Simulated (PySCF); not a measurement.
Electron correlation in Be (beryllium, neutral)

[He] 2s2, closed-shell 1S. Computed with PySCF 2.14 in aug-cc-pVTZ-DK (5s4p3d2f, 46 functions), with the spin-free X2C one-electron Hamiltonian (Gaussian nucleus). Frozen: 1s2; 2 electrons correlated.

With two correlated electrons CCSD is exact within the correlated space (frozen core and kept virtual orbitals).

```
level  correlation energy (mhartree)
 CCSD                         -45.58
```

Diagnostics: T1 = 0.020, D1 = 0.0289, largest double amplitude 0.119.

Cost of the coupled-cluster step: about 0.26 core-seconds, for 2 correlated electrons.
